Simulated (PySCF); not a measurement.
Working out the ionisation energy of Ar⁺

Ar⁺ [Ne] 3s2 3p5 (2P) → Ar²⁺ [Ne] 3s2 3p4 (3P). Computed with PySCF 2.14 in cc-pVTZ-DK (5s4p2d1f, 34 functions), with the spin-free X2C one-electron Hamiltonian (Gaussian nucleus). Frozen: [Ne]. Energies in hartree (1 hartree = 27.21139 eV):

```
            part  Ar⁺ (lower)  Ar²⁺ (upper)
             UHF  -528.086487   -527.117724
CCSD correlation    -0.189325     -0.154997
             (T)    -0.004998     -0.003850
```

Q: What does Hartree-Fock give?

A: (-527.117724) − (-528.086487) = 0.968763 hartree = 26.361 eV.

Q: What do CCSD and CCSD(T) give?

A: The CCSD correlation energies differ by 0.034328 hartree = 0.934 eV and the triples by 0.001148 hartree = 0.031 eV, so CCSD gives 27.295 eV and CCSD(T) 27.326 eV.

Reference: 27.630 eV (measured; NIST Atomic Spectra Database, ionization energies), between the lowest levels; spin-orbit coupling is absent from the calculation.

What remains against the reference includes basis incompleteness, the frozen core and higher excitations.
